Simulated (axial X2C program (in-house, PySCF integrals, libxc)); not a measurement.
# Spin–orbit effects along a row: molecules with S, PBE0

Computed with an in-house all-electron X2C program for linear molecules (integrals from PySCF), spin-free (one-electron X2C) or two-component (2c: spin–orbit coupling with atomic mean-field Coulomb and Gaunt terms, which also bring small scalar terms), in Dyall basis sets with cores contracted in-house; open shells are unrestricted.

Basis sets: Br dyall-cv3z, Ca dyall-cv3z, Co dyall-cv3z, Fe dyall-cv3z, Ge dyall-cv3z, K dyall-cv3z, Mn dyall-cv3z, S dyall-av3z, Sc dyall-cv3z, Se dyall-cv3z, Ti dyall-cv3z, V dyall-cv3z.

| molecule | spin-free state | Re (Å) | ωe (cm⁻¹) | De (eV) | 2c state | Re 2c (Å) | ωe 2c (cm⁻¹) | De 2c (eV) |
| --- | --- | --- | --- | --- | --- | --- | --- | --- |
| KS | M_S = 1/2, Λ = 1 | 2.812 | 253.5 | 2.60 | Ω = 3/2 | 2.812 | 253.4 | 2.62 |
| CaS | M_S = 0, Λ = 0 | 2.299 | 483.9 | 3.60 | Ω = 0 | 2.299 | 483.8 | 3.60 |
| ScS | M_S = 1/2, Λ = 0 | 2.122 | 588.3 | 4.99 | Ω = 1/2 | 2.122 | 588.2 | 4.99 |
| TiS | M_S = 1, Λ = 2 | 2.069 | 585.5 | 4.91 | Ω = 1 | 2.069 | 585.3 | n/a |
| VS | M_S = 3/2, Λ = 0 | 2.043 | 557.4 | n/a | Ω = 3/2 | 2.043 | 557.1 | n/a |
| MnS | M_S = 5/2, Λ = 0 | 2.058 | 503.8 | 3.22 | Ω = 5/2 | 2.059 | 503.5 | 3.22 |
| FeS | M_S = 2, Λ = 0 | 1.986 | 545.5 | 3.23 | Ω = 2 | 1.987 | 545.1 | n/a |
| CoS | M_S = 3/2, Λ = 2 | 1.965 | 544.5 | 3.37 | Ω = 7/2 | 1.965 | 544.0 | n/a |
| GeS | M_S = 0, Λ = 0 | 2.011 | 586.4 | 5.58 | Ω = 0 | 2.012 | 585.9 | n/a |
| SeS | M_S = 1, Λ = 0 | 2.030 | 573.5 | 4.04 | Ω = 1 | 2.031 | 572.3 | 3.98 |
| SBr | M_S = 1/2, Λ = 1 | 2.123 | 475.5 | 2.64 | Ω = 3/2 | 2.122 | 476.5 | 2.60 |

**Question.** Work out the shifts from the spin-free to the two-component result.

**Answer.** 

| molecule | 2c state | ΔRe (Å) | Δωe (cm⁻¹) | ΔDe (eV) |
| --- | --- | --- | --- | --- |
| KS | Ω = 3/2 | 0.000 | -0.1 | 0.02 |
| CaS | Ω = 0 | 0.000 | -0.1 | 0.00 |
| ScS | Ω = 1/2 | 0.000 | -0.1 | 0.00 |
| TiS | Ω = 1 | 0.000 | -0.2 | n/a |
| VS | Ω = 3/2 | 0.000 | -0.3 | n/a |
| MnS | Ω = 5/2 | 0.001 | -0.3 | 0.00 |
| FeS | Ω = 2 | 0.001 | -0.4 | n/a |
| CoS | Ω = 7/2 | 0.000 | -0.5 | n/a |
| GeS | Ω = 0 | 0.001 | -0.5 | n/a |
| SeS | Ω = 1 | 0.001 | -1.2 | -0.06 |
| SBr | Ω = 3/2 | -0.001 | 1.0 | -0.04 |

Shifts of one unit in the last digit are rounding.

Each entry is the lowest single determinant of a limited PBE0 search at one distance. De goes to single-determinant-based atoms at the same level (for ions the charge split of lowest energy) and is withheld (n/a) where an atom does not fit its ground term or J level. Main or longest-lived isotopes. One determinant is a doubtful description, or other states lie close, for KS, TiS, VS, MnS, FeS, CoS, SeS; these need not be ground states, and all values refer to the states named. Some open-shell Ω = 0 determinants are out of reach, so the Ω given for FeS, SeS need not be the lowest component. With several unpaired electrons the Ω given is that of one determinant, not necessarily of the lowest component. Some light 2c atoms are not at their ground J level, so De misses part of their lowering (0.04 eV or less). The functionals have no current term, which raises determinants with orbital currents.
